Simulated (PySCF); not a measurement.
# Working out the ionisation energy of As¹⁹⁺

As¹⁹⁺ [Ne] 3s2 3p2 (3P) → As²⁰⁺ [Ne] 3s2 3p1 (2P). Computed with PySCF 2.14 in an even-tempered Gaussian basis (18 s from 1.7 bohr⁻², ratio 2.5; 12 p from 2.2 bohr⁻², ratio 2.5; 5 d from 10 bohr⁻², ratio 2.7; 4 f from 16 bohr⁻², ratio 2.7), with the spin-free X2C one-electron Hamiltonian (Gaussian nucleus). Frozen: 1s2; the 22 highest virtual orbitals dropped. Energies in hartree (1 hartree = 27.21139 eV):

| part | As¹⁹⁺ (lower) | As²⁰⁺ (upper) |
| --- | --- | --- |
| UHF | -2054.445380 | -2026.163783 |
| MP2 opposite-spin | -0.344617 | -0.335280 |
| MP2 same-spin | -0.117921 | -0.105134 |

Q: What does Hartree-Fock give?

A: (-2026.163783) − (-2054.445380) = 28.281597 hartree = 769.581 eV.

Q: What do MP2 and SCS-MP2 (6/5 opposite-spin, 1/3 same-spin) give?

A: The opposite-spin parts differ by 0.254 eV and the same-spin parts by 0.348 eV. MP2: 769.581 + (0.254) + (0.348) = 770.183 eV. SCS-MP2: 769.581 + 1.2 × (0.254) + (0.348)/3 = 770.002 eV.

Reference: 774 ± 1.8 eV (semi-empirical (NIST evaluation); NIST Atomic Spectra Database, ionization energies), between the lowest levels; spin-orbit coupling is absent from the calculation.

What remains against the reference includes basis incompleteness, the frozen core and correlation beyond second order.
